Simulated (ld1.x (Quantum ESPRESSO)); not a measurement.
## bismuth (Bi), TM: configuration errors across variants

Bi, norm-conserving Troullier–Martins (Kleinman–Bylander form), made with ld1.x (Quantum ESPRESSO) 7.5 (PBE, scalar-relativistic). Core [Xe] 4f14 5d10, reference 6s2 6p3. Waves: 6p (bound): rc 1.75 bohr; 6d channel at 0.2 Ry: rc 1.55 bohr; 6s (bound): rc 1.75 bohr. Local part: the s channel. Core correction: a·sin(br)/r model core inside 1.35 bohr.

All-electron excitation energies from the reference (eV): (1) 6s2 6p2 7.913; (2) 6s2 6p1 23.160; (3) 6s2 6p0 46.502; (4) 6s1 6p3 18.731; (5) 6s2 6p2.5 3.097; (6) 6s1 6p0 91.907; (7) 6s2 6p3.3 -1.094.

A true bound ghost makes a file unfit for plane-wave use even where its test errors are small: the radial tests pick states by their node count and pass the ghost by.

Errors AE − PS in meV (a dash: test not solved or not reliable):

```tsv
change	(1)	(2)	(3)	(4)	(5)	(6)	(7)	bound ghosts
base	-12	-79	-281	-58	-2.8	-922	+0.3	p
core correction none	-0.5	+9.9	+106	+27	-0.7	+162	+0.7	p
core correction a·sin(br)/r model core inside 1.02 bohr	-12	-79	-282	-58	-2.9	-923	+0.3	p
core correction a·sin(br)/r model core inside 1.36 bohr	-12	-79	-281	-58	-2.8	-922	+0.3	p
core correction a·sin(br)/r model core inside 1.52 bohr	-12	-79	-280	-58	-2.8	-921	+0.3	p
core correction a·sin(br)/r model core inside 1.88 bohr	-12	-79	-281	-56	-2.8	-925	+0.3	p
```

Q: Give the same row for: core correction a·sin(br)/r model core inside 0.84 bohr.

A: -12, -79, -282, -58, -2.9, -924, +0.3; bound ghosts: p.
